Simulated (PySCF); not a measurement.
H2O3Ti, multiplicity 1. Atoms are numbered in the order given.

```xyz
6

Ti    -0.1078    -0.0440     0.0000
O      0.0951    -1.6247     0.0000
O      0.0681     0.8141    -1.5871
H      0.2612     0.4702    -2.4638
O      0.0681     0.8141     1.5871
H      0.2612     0.4702     2.4638
```
Charge 0, spin multiplicity 1.

Geometry: PBE0-D3(BJ)/def2-SVP. The multiplicity is an assumed one; other spin states were not compared. One conformer was computed; it need not be the lowest.

The numbers are results of PySCF with PBE/def2-TZVPD, not measurements.

Mulliken values depend strongly on the basis, most of all with diffuse functions as here. Atomic charges (e):

| atom | Mulliken | meta-Löwdin |
|---|---|---|
| Ti1 | 1.70 | … |
| O2 | -0.68 | … |
| O3 | -0.78 | … |
| H4 | 0.27 | … |
| O5 | -0.78 | … |
| H6 | 0.27 | … |

Question: Fill in the missing entries. (The exact figures need the calculation; the answer reports its results.)

Answer: 
- Ti1, meta-Löwdin: 1.31
- O2, meta-Löwdin: -0.52
- O3, meta-Löwdin: -0.74
- H4, meta-Löwdin: 0.35
- O5, meta-Löwdin: -0.74
- H6, meta-Löwdin: 0.35
